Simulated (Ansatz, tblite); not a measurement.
Cost and result up the ladder for AlF3 (the lowest singlet isomer of a short search) (4 atoms). Charge 0, multiplicity 1. Geometry: PBE-D4/def2-TZVP.

Cartesian coordinates in Å:
```
Al 0.000 0.000 0.000
F -0.685 -1.488 0.170
F 1.557 0.249 0.478
F -0.871 1.239 -0.648
```

Ansatz on 4 threads of Arm Neoverse N1 on a shared host; xTB runs through tblite on one thread. Times are rough, summed over both states, and most runs start from the orbitals of an earlier one. PBE0-D4/def2-TZVP serves as the yardstick here, not as an exact answer. The other state is a doublet.

The xTB rows come from tblite. Correlated methods freeze 8 core orbitals. In CCSD on the charge 1 doublet the largest single amplitude is 0.39, so its Hartree–Fock determinant may place the open shell otherwise than the density functionals do. The structure comes from a short search, and lower isomers may exist.

Run but left out: HF/def2-TZVPP, MP2/def2-TZVPP (charge +1 doublet: a determinant that CCSD turns far, T1 0.062).

Correlated methods converge slowly with the basis.

Raw xTB energies of ions are shifted by several eV.

```
                          level  functions  vertical IE (eV)  difference from PBE0-D4/def2-TZVP (eV)                        remarks
                       GFN2-xTB         21             18.61                                    4.27                              –
                       GFN1-xTB         21             19.02                                    4.68                              –
            r2SCAN-D4/def2-TZVP        130             13.82                                   -0.52                              –
             CCSD(T)/def2-TZVPP        135             15.43                                    1.09  large T1 (0.062) (+1 doublet)
               PBE-D4/def2-TZVP        130             13.50                                   -0.84                              –
PBE0-D4/def2-TZVP (with forces)        130             14.34                                    0.00                              –
```

(1) Estimate how long each takes.

Results:

(1) GFN1-xTB 0.007 s; GFN2-xTB 0.007 s; PBE-D4/def2-TZVP 2.9 s; PBE0-D4/def2-TZVP (with forces) 4.3 s; r2SCAN-D4/def2-TZVP 6.6 s; CCSD(T)/def2-TZVPP 81 s. On shared hardware such times vary by a factor of up to 3.
